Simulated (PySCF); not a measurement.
**How methods differ on the excitation energy of Si²⁺**

Si²⁺ [Ne] 3s2 (1S) → Si²⁺ [Ne] 3s1 3p1 (3P), as a difference of total energies. All numbers are calculated (PySCF 2.14, the spin-free X2C one-electron Hamiltonian (Gaussian nucleus), in aug-cc-pCVQZ-DK (10s9p7d5f3g, 134 functions)). Correlated levels: valence: [Ne] frozen; valence and next inner shell: 1s2 frozen; nothing frozen. The calculations carry no spin-orbit coupling.

```csv
method,excitation energy (eV)
UHF,5.325
LDA,6.617
PBE,6.427
PBE0,6.272
r2SCAN,5.864
M06,6.766
TPSS,6.216
r2SCAN0,5.913
MP2 (valence),6.155
SCS-MP2 (valence),6.391
MP2 (valence and next inner shell),6.372
SCS-MP2 (valence and next inner shell),6.556
MP2 (all electrons),6.365
SCS-MP2 (all electrons),6.552
```

**Question.** How much does correlation contribute at MP2 (all electrons)?

**Answer.** 6.365 − (5.325) = 1.040 eV, measured against UHF.

A first-order spin-orbit estimate (lowest level to lowest level, LS coupling) adds -0.027 eV.
